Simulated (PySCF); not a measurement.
# Computed records: H9NSi3

Calculation on a computer-drawn molecule: optimised geometry and harmonic frequencies of an isolated molecule of the commonest isotopes, restricted reference for singlets and unrestricted otherwise, frozen core in MP2. Program: PySCF 2.14.0.

H9NSi3

Start structure:
```xyz
13
H9NSi3
Si    -0.8445    -2.5683     1.7006
N      0.2895    -1.4344     2.4586
Si     0.4317     0.3241     2.3395
Si     0.2592     0.9191     0.1231
H     -0.9602    -2.1696     0.3264
H     -0.2782    -3.8624     1.9093
H     -2.1739    -2.4634     2.3705
H      0.6978    -1.8456     3.3195
H     -0.6497     0.8928     3.1537
H      1.6687     0.6004     3.0170
H     -1.1266     0.9908    -0.4185
H      1.0301     0.0520    -0.7679
H      0.8120     2.3462    -0.0562
```

- charge: 0
- multiplicity: 1
- method: HF
- basis: cc-pV(D+d)Z
- rotational constants: 4.85, 1.689, 1.311 GHz
- total energy: -926.5387 hartree
- convergence status largest gradient component: 7.025e-06 hartree/bohr

Drawn bonds:
| atom | other atom | order |
| --- | --- | --- |
| 1 | 2 | 1 |
| 2 | 3 | 1 |
| 3 | 4 | 1 |
| 1 | 5 | 1 |
| 1 | 6 | 1 |
| 1 | 7 | 1 |
| 2 | 8 | 1 |
| 3 | 9 | 1 |
| 3 | 10 | 1 |
| 4 | 11 | 1 |
| 4 | 12 | 1 |
| 4 | 13 | 1 |

Optimised structure:
```xyz
13
H9NSi3
Si    -0.8175    -2.5671     1.7128
N      0.0370    -1.3859     2.6461
Si     0.4767     0.2730     2.3603
Si     0.2391     0.9300     0.0994
H     -0.9045    -2.0750     0.3214
H     -0.1026    -3.8643     1.7374
H     -2.1913    -2.8094     2.2153
H      0.2649    -1.6962     3.5778
H     -0.3326     1.2003     3.1943
H      1.8909     0.4807     2.7640
H     -1.1758     0.8873    -0.3415
H      1.0491     0.0786    -0.8044
H      0.7226     2.3298    -0.0073
```

Modes:
| frequency (cm⁻¹) | reduced mass (dalton) |
| --- | --- |
| 30.26 | 2.553 |
| 47.75 | 1.047 |
| 116.4 | 4.468 |
| 160.6 | 1.046 |
| 264.7 | 3.305 |
| 372.9 | 1.074 |
| 410.7 | 1.164 |
| 425.3 | 3.984 |
| 573.6 | 1.328 |
| 618.7 | 2.887 |
| 671 | 1.284 |
| 770.2 | 1.133 |
| 775.4 | 1.294 |
| 811.9 | 1.192 |
| 912.2 | 1.405 |
| 983.9 | 2.119 |
| 1002 | 1.163 |
| 1017 | 1.057 |
| 1025 | 1.048 |
| 1026 | 1.052 |
| 1053 | 1.063 |
| 1061 | 1.09 |
| 1086 | 1.096 |
| 1322 | 1.347 |
| 2266 | 1.048 |
| 2281 | 1.031 |
| 2290 | 1.05 |
| 2296 | 1.046 |
| 2306 | 1.05 |
| 2307 | 1.024 |
| 2310 | 1.04 |
| 2330 | 1.03 |
| 3740 | 1.074 |
